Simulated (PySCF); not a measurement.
BeH₂, singlet: structure and spectrum

All numbers come from PySCF, PBE, basis Be def2-TZVP, H def2-TZVP (no relativity, density fitting).

The structure is a minimum.

| Property | Result |
| --- | --- |
| Point group | D∞h |
| Bond lengths | Be–H 1.344 Å (×2) |
| Bond angles | H–Be–H 180.0° |
| Rotational symmetry number | 2 |
| Dipole moment | 0.00 D |
| Rotational constants | 4.631 cm⁻¹ |
| Enthalpy at 298.15 K above 0 K | 9.27 kJ/mol |
| Principal polarisabilities | 19.3, 19.3, 20.4 bohr³ |
| Highest occupied level | -7.45 eV |
| Principal quadrupole moments (Buckingham, traceless) about the centre of mass | -4.49, 2.24, 2.24 D Å |
| Atomisation energy without zero-point energy | 611 kJ/mol |
| Zero-point energy | 33.2 kJ/mol |
| Lowest empty level | -1.58 eV |
| Heat capacity Cp at 298.15 K | 36.1 J/(mol K) |
| Entropy at 298.15 K and 1 bar | 175.5 J/(mol K) |

Harmonic modes (masses in u: Be 9.012, H 1.008):
```json
{"symmetry": "πu", "ω (cm⁻¹)": "702", "IR (km/mol, summed over degenerate members)": "570", "μ (u)": "1.20", "type": "bend"}
{"symmetry": "σg+", "ω (cm⁻¹)": "1967", "IR (km/mol, summed over degenerate members)": "0.0", "μ (u)": "1.01", "type": "stretch"}
{"symmetry": "σu+", "ω (cm⁻¹)": "2183", "IR (km/mol, summed over degenerate members)": "227", "μ (u)": "1.20", "type": "stretch"}
```

In D∞h the vibrations span πu + σg+ + σu+. The σg+ mode carries no infrared intensity, as symmetry demands. With a centre of inversion only u modes can be infrared active and only g modes Raman active.

Charges (e):
| atom | Mulliken | Löwdin | polar tensor | Mayer order to Be1 |
| --- | --- | --- | --- | --- |
| Be1 | 0.04 | 0.19 | 0.67 | – |
| H2,3 | -0.02 | -0.09 | -0.33 | 0.99 |

Mulliken populations on Be1: s 3.02, p 0.91, d 0.03.

Counting electrons, beryllium keeps none of its valence electrons outside its bonds, so the VSEPR class is AX2 and the expected shape is linear (D∞h), as computed.

The final relaxation and frequency run took 1.7 s on 2 threads of a shared Arm Neoverse V1 host, with 31 basis functions and 6 gradients; the process peaked at 0.41 GiB. Launch command: `OMP_NUM_THREADS=2 python axn.py task.json out`.
